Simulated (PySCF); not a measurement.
**KSb⁺ from Hartree–Fock to correlated methods**

State: ⁴Σ⁻ (quartet), unpaired electrons σ ↑, π ↑↑. Set-up: K x2c-SVPall, Sb x2c-SVPall; spin-free X2C with a Gaussian nucleus (PySCF 2.14). De refers to K⁺ + Sb in their high-spin ground configurations, without counterpoise correction. The functionals are run spin-unrestricted. A positive dipole points towards Sb; it is taken about the centre of mass and depends on that origin.

| Level | Re (Å) | ωe (cm⁻¹) | De (eV) | μ (D) | CPU s a point (SCF and correlation, without the integrals) |
| --- | --- | --- | --- | --- | --- |
| UHF | 3.962 | 58.6 | 0.180 | -12.63 | 0.2 |
| UHF-MP2 | 3.863 | 66.8 | 0.225 | n/a | 0.32 |
| UHF-SCS-MP2 | 3.881 | 65.5 | 0.216 | n/a | n/a |
| UHF-CCSD | 3.871 | 66.6 | 0.224 | n/a | n/a |
| UHF-CCSD(T) | 3.866 | 67.1 | 0.227 | n/a | 3.2 |
| LDA | 3.643 | 74.9 | 0.319 | -10.96 | 0.26 |
| PBE | 3.795 | 66.8 | 0.254 | -11.58 | 0.5 |
| r²SCAN | 3.824 | 64.2 | 0.205 | -11.96 | 0.65 |
| PBE0 | 3.799 | 65.5 | 0.227 | -11.77 | 1.1 |
| MN15 | 3.757 | 68.3 | 0.240 | -11.71 | 0.71 |
| M06-2X | 3.693 | 75.3 | 0.275 | -11.49 | 0.66 |
| LC-ωPBE | 3.815 | 63.6 | 0.190 | -12.01 | 1.5 |

Which functional lies closest to UHF-CCSD(T) in De, which farthest, and by how much do they differ from it?

Closest is PBE0 (-6.7 pm in Re, -2.4 % in ωe, +0.00 eV in De against UHF-CCSD(T) in the same basis), farthest LDA (-22.3 pm in Re, +11.6 % in ωe, +0.09 eV in De). CCSD(T) converges more slowly with the basis than the functionals do and binds too weakly in this one, so the order can change at the basis-set limit.

What does a quarter of exact exchange do here, going from PBE to PBE0?

PBE0 less PBE: +0.4 pm in Re, -1.9 % in ωe, -0.03 eV in De. Exact exchange removes part of the self-interaction that spreads semilocal densities, and in most molecules shortens and stiffens the bond and lowers De; here Re goes the other way.

What does all correlation do here, going from UHF to UHF-CCSD(T)?

UHF-CCSD(T) less UHF: -9.6 pm in Re, +14.5 % in ωe, +0.05 eV in De. Correlation nearly always deepens the well. The bond shortens, as in weak, metallic or heavy-atom bonds, where dispersion and the correlation of outer-core electrons pull the atoms together.

Correlated steps freeze 23 core orbitals. The bond is weak. Basis-set superposition, not corrected here, can be much of De in a small basis, most of all at correlated wavefunction levels. Spin–orbit coupling is left out, which matters for elements this heavy, above all for dissociation energies. For an ion De counts to the pair picked by the measured ionisation energies or electron affinities, which need not be the lowest pair at this level. The state was picked by a PBE0 search and need not be the measured ground state.

The whole job (state search and all levels along the bond) took about 2.4 min on 1 thread of Oxide Virtual Turin-like (shared host), peak memory 0.82 GiB.
